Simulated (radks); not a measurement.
The numbers below are computed, except where a source is named.
Problem. All-electron atom: Xe III in [Kr] 4d10 5s2 5p3.5 4f0.5 (fractional occupations, a model configuration). Level of theory: Dirac Kohn-Sham, Wu-Cohen GGA, spin-unpolarised, spherical densities, point nucleus; open shells are shared between the two j in proportion to 2j + 1 (a radial shooting solver on a logarithmic mesh with Libxc functionals). Some entries of the table are withheld. Estimate them.

orbital      occ.  eigenvalue (eV)  <1/r> (bohr^-1)  <r^2> (bohr^2)
1s1/2           2        -34366.07            58.11       0.0009639
2s1/2           2        -5365.602            13.59         0.01544
2p1/2           2        -5043.219            13.57         0.01139
2p3/2           4        -4718.525            12.47         0.01267
3s1/2           2        -1115.183            4.858          0.1073
3p1/2           2        -981.0856              (1)          0.1020
3p3/2           4        -919.4239              (2)          0.1100
3d3/2           4        -683.1478            4.355         0.09197
3d5/2           6        -670.1143            4.285         0.09427
4s1/2           2        -219.3384            1.969          0.5802
4p1/2           2        -171.8514            1.860          0.6334
4p3/2           4        -159.5158            1.772          0.6816
4d3/2           4         -82.6590            1.529          0.8813
4d5/2           6         -80.6646            1.507          0.9032
5s1/2           2         -40.2832           0.7383           3.555
5p1/2     1.16667         -28.6119           0.6423           4.619
5p3/2     2.33333         -27.0345           0.6152           4.976
5d3/2           0              (3)           0.4178           10.71
5d5/2           0              (4)           0.4130           10.95
6s1/2           0         -11.8646           0.3047           19.87
6p1/2           0          -9.1101           0.2563           27.76
6p3/2           0          -8.8353           0.2484           29.38
4f5/2    0.214286              (5)           0.5001           13.30
4f7/2    0.285714              (6)           0.4921           13.62
5f5/2           0          -3.8421           0.2297           75.60

Solution. 
(1) 3p1/2 <1/r> (bohr^-1): 4.770
(2) 3p3/2 <1/r> (bohr^-1): 4.498
(3) 5d3/2 eigenvalue (eV): -12.3432
(4) 5d5/2 eigenvalue (eV): -12.1994
(5) 4f5/2 eigenvalue (eV): -6.5270
(6) 4f7/2 eigenvalue (eV): -6.4890
